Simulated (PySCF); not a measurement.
## Orbital picture of CaN⁺

PBE at R = 2.168 Å; PySCF, no relativity, basis sets Ca pcseg-1, N pcseg-1. State: ³Σ⁻ (triplet), unpaired electrons π ↑↑. Only the outer orbitals are listed, counted within each symmetry.

```tsv
spin	orbital	occ.	ε (eV)	on Ca (%)	main shells (%)
α	5σ	1	-51.69	100	100 Ca s
α	2π	1	-33.44	100	100 Ca p
α	2π	1	-33.44	100	100 Ca p
α	6σ	1	-33.23	98	98 Ca p
α	7σ	1	-22.61	3	96 N s
α	3π	1	-11.65	10	90 N p, 8 Ca d
α	3π	1	-11.65	10	90 N p, 8 Ca d
α	8σ	1	-10.67	16	81 N p, 10 Ca d
α	9σ	0	-7.97	100	82 Ca s, 15 Ca d
α	1δ	0	-7.20	100	100 Ca d
α	1δ	0	-7.20	100	100 Ca d
β	5σ	1	-51.66	100	100 Ca s
β	2π	1	-33.41	100	100 Ca p
β	2π	1	-33.41	100	100 Ca p
β	6σ	1	-33.16	99	99 Ca p
β	7σ	1	-19.84	6	93 N s
β	8σ	1	-9.72	22	73 N p, 14 Ca d
β	3π	0	-8.85	35	65 N p, 31 Ca d
β	3π	0	-8.85	35	65 N p, 31 Ca d
β	9σ	0	-7.90	99	77 Ca s, 16 Ca d
```

Which are the highest filled and the lowest empty level, where do they sit, and how wide is the gap?

Highest filled β 8σ at -9.72 eV (in %: 73 N p, 14 Ca d); lowest empty β 3π at -8.85 eV (in %: 65 N p, 31 Ca d); the gap at PBE is 0.87 eV.

| Property | Result |
| --- | --- |
| bond order (Mayer) | 1.05 |
| ⟨S²⟩ | 2.013 |
| charge on Ca (Mulliken, basis-dependent) | 1.36 |
| charge on Ca (Löwdin, basis-dependent) | 1.15 |
| dipole moment (positive dipole points towards N; it is taken about the centre of mass and depends on that origin) | -7.06 D |
| polarisability along the bond | 55.1 bohr³ |
| polarisability across the bond | 13.1 bohr³ |

The state is the lowest determinant that a PBE0 search found; another state may lie lower at other levels.
